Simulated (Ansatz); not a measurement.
`C[O][GeH]([F])[AlH2]` + H–F → `C[O][GeH]([F])[F]` + `[AlH3]` at 400 K and 1 bar (cleavage of the Ge–Al bond).

Gas-phase electronic energies from Ansatz, PBE0-D4/def2-TZVP geometries. CCSD(T)/CBS adds triple-zeta CCSD(T) − MP2 to the extrapolated MP2 energy (def2 sets, frozen cores). This one scheme is used for every species. For Ge outer-core shells are correlated without core-valence functions, which leaves a few kJ/mol of doubt a bond. Scalar relativity is left out up to krypton. One conformer a species, not always the lowest.

```
               species  CCSD(T)/CBS energy (Eh)  H − E (kJ/mol)  S (J/(mol·K))
`C[O][GeH]([F])[AlH2]`              -2534.78615           213.0          444.2
                   H–F               -100.39570            36.5          182.2
   `C[O][GeH]([F])[F]`              -2391.41847           176.6          386.1
              `[AlH3]`               -243.78045            63.6          220.9
```

H − E and S are ideal-gas, rigid-rotor, harmonic terms from PBE0-D4/def2-TZVP, for one conformer and one mirror image of each species. 1 Eh = 2625.50 kJ/mol, R = 8.31446 J/(mol·K).

**Question.** By hand: ΔE, ΔH, ΔS and ΔG.

**Answer.** ΔE = (-2391.41847) + (-243.78045) − (-2534.78615) − (-100.39570) = -0.01707 Eh = -44.8 kJ/mol. Δ(H − E) = 176.6 + 63.6 − 213.0 − 36.5 = -9.3, so ΔH = -54.1 kJ/mol. ΔS = 386.1 + 220.9 − 444.2 − 182.2 = -19.4 J/(mol·K). ΔG = -54.1 − 400 × (-19.4)/1000 = -46.3 kJ/mol.

**Question.** By hand: the equilibrium constant, and the temperature at which ΔG would vanish if ΔH and ΔS stayed fixed.

**Answer.** log₁₀ K = −ΔG/(RT ln 10) = 6.0. ΔG = 0 at ΔH/ΔS = 2789 K, far beyond where these terms or the molecules hold.

ΔH outweighs TΔS. A doubt of 5 kJ/mol in ΔE shifts log₁₀ K by 0.7 here. Other conformers and mirror images would add mixing entropy, several J/(mol·K) or more a flexible species. Modes under 60 cm⁻¹, often nearly free rotors, make the harmonic entropy too high. These are equilibria of isolated gas molecules and say nothing of rates. Largest T1 diagnostic: 0.012 (customary marks: 0.02 for closed shells, 0.045 for open ones).
